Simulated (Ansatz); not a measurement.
```tsv
atom	x (Å)	y (Å)	z (Å)
C	0.0000	0.0263	-0.8204
C	0.0000	-0.0263	0.8204
O	0.0000	1.1494	-1.4659
O	0.0000	-1.1494	1.4659
H	0.0000	-1.0585	-1.3526
H	0.0000	1.0585	1.3526
```

Basis set: def2-TZVP (spherical functions). Frozen core: 4 orbitals. Charge 0, multiplicity 1.

Computed with Ansatz (development build ahead of 0.2.0); each method stands on the lowest determinant of its kind that the runs found. Restricted open shells among the atoms or ions are ROHF, correlated in semicanonical orbitals with singles.

The atomization energy at this shape (free ground-state atoms in the same class of orbitals less the molecule, no zero-point energy) of singlet C2H2O2:

```csv
method,atomization energy
RHF-MP2,26.55 eV
```

(1) What does RHF give?

Answers

(1) 17.03 eV. Caution: in another basis set an unrestricted determinant lies well below; the shape is not the minimum.
